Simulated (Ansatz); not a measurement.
Species: C2H4O2Si, SMILES `C=[SiH]C(=O)O` (C–Si–C–O torsion 0°, Si–C–O–H torsion -180°) (charge 0, multiplicity 1), formula C2H4O2Si.

Problem. How many basis functions does frozen-core CCSD(T)/def2-TZVPP // PBE0-D3(BJ)/def2-TZVP (Ansatz, an electronic-structure program) use, how many core orbitals are frozen, and how many electrons are correlated?

Solution. 222 basis functions and 9 frozen orbitals, which leaves 28 correlated electrons. Core time is of the order of minutes.
